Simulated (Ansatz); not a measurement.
Job for Ansatz (an electronic-structure program): R-wB97X-V/def2-TZVPPD on H4OSi (SMILES O[SiH3]) with ghost functions, monomers drawn apart or pushed together. Files ending in .json are basis or fitting sets from the Basis Set Exchange.

Ansatz 0.2 input:
```yaml
crystal:
  periodic: [false, false, false]
  atoms:
    - {symbol: O, position_ang: [-0.89750980, 0.32117523, 4.19696537]}
    - {symbol: Si, position_ang: [0.70223620, 0.65757884, 4.39792119]}
    - {symbol: H, position_ang: [-1.14464151, -0.26683894, 3.47575914]}
    - {symbol: H, position_ang: [1.48596332, -0.53516414, 4.79954016]}
    - {symbol: H, position_ang: [0.78404731, 1.69651079, 5.44202448]}
    - {symbol: H, position_ang: [1.30448276, 1.17724818, 3.13746163]}
basis:
  gaussian:
    orbitals: def2-TZVPPD.json
    ghost_atoms:
      - {symbol: Br, position_ang: [-0.46725957, -1.37691034, -0.09631907]}
      - {symbol: H, position_ang: [0.41335495, -0.30808090, 0.25409780]}
hamiltonian:
  xc: {name: wB97X-V}
scf: {lower_state_search: off}
```

Program output:

```
Functional definition: wB97X-V
[...]
these checks for a lower state are left out or cut short: stability, starts, cluster_reference, orbital_swaps, neighbouring_geometries, increment
integrals: 0.22 GiB planned
1201 factors; their error is unknown
integrals: 0.25 GiB planned
313 factors; integrals over basis functions are off by at most 3.8e-5 eV
mean field: 1.41 GiB planned
mean field evaluation 1: about -9986.7036 eV, gradient 4.6e1 eV
mean field evaluation 2: about -9985.6304 eV, gradient 5.3e1 eV
mean field evaluation 4: about -9990.0119 eV, gradient 3.3e-1 eV
mean field evaluation 8: about -9990.0264 eV, gradient 2.9e-1 eV
mean field evaluation 16: about -9990.0265 eV, gradient 1.5e-5 eV
mean field -9990.02645333 eV, -367.1267006769 hartree, gradient 3.4e-6 eV, S^2 0.000000; 0 other end points of the search recorded, 0 dependent functions left out
reference -9990.02645116 eV, -367.1267005969 hartree; 13, 13 occupied and 217, 217 virtual orbitals, 1201 factors
Total energy: -9990.02645116 eV, -367.1267005969 hartree
Checks for a lower state left out: stability, starts, cluster_reference, orbital_swaps, neighbouring_geometries, increment
```

Self-consistency was reached.

Cost: about 5 core-seconds (a rough figure).
